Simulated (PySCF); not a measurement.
**`C[O][GeH2][CH2]C(F)(F)F`, C$_{3}$H$_{7}$F$_{3}$GeO**

Cartesian coordinates in Å; atom numbers follow the order of the lines, from 1:
```xyz
15

C    -2.9215   -0.3111    0.0307
O    -1.5534   -0.4410   -0.2952
Ge   -0.2125    0.4800    0.3647
C     1.2543   -0.2784   -0.7261
C     2.5110    0.0194    0.0164
F     2.6087    1.3342    0.3046
F     2.5544   -0.6165    1.2000
F     3.6356   -0.3087   -0.6337
H    -3.0971   -0.4581    1.0984
H    -3.4556   -1.0800   -0.5284
H    -3.3045    0.6707   -0.2549
H    -0.4112    1.9572    0.1178
H    -0.0760    0.2135    1.8422
H     1.3094    0.1821   -1.7111
H     1.1540   -1.3552   -0.8472
```

Theory: PySCF 2.14.0, GIAO HCTH407/STO-3G magnetisability, rotational g tensor and spin-rotation constants, non-relativistic, gas phase. Geometry: GFN2-xTB.

The calculation is non-relativistic, which matters for the atoms heavier than Zn.

(1) How diamagnetic is it, and how anisotropic?

(2) Split it along the inertial axes a, b, c into diamagnetic and paramagnetic parts about the centre of mass, with the quadrupole moment.

(3) And the rotational g tensor?

Results:

(1) Isotropic -1351 × 10⁻³⁰ J/T², or -81.3 × 10⁻⁶ cm³/mol; principal values -1439, -1328, -1285 × 10⁻³⁰ J/T², anisotropy 137 × 10⁻³⁰ J/T² (root of half the summed squared differences of the principal values). The susceptibility is in cgs units.

(2) 
| axis | χ (10⁻⁶ cm³/mol) | diamagnetic (10⁻⁶ cm³/mol) | paramagnetic (10⁻⁶ cm³/mol) | summed x² of all electrons (Å²) | quadrupole Θ (D Å) |
| --- | --- | --- | --- | --- | --- |
| a | -86.4 | -383.5 | 297.1 | 369.8 | -0.70 |
| b | -80.0 | -1732.7 | 1652.7 | 51.8 | -0.09 |
| c | -77.6 | -1788.7 | 1711.1 | 38.6 | +0.79 |

Anisotropies 2χaa − χbb − χcc = -15.2 and 2χbb − χaa − χcc = +4.0 × 10⁻⁶ cm³/mol. Θ is traceless in Buckingham's convention.

(3) 
```
axis  rotational constant (GHz)        g  nuclear part  electronic part
   a                     4.0054  -0.0118        0.5473          -0.5591
   b                     0.6805  -0.0042        0.5242          -0.5284
   c                     0.6584  -0.0049        0.5244          -0.5293
```
Asymmetric top; isotopes 12C, 19F, 74Ge, 1H, 16O; no vibrational averaging.
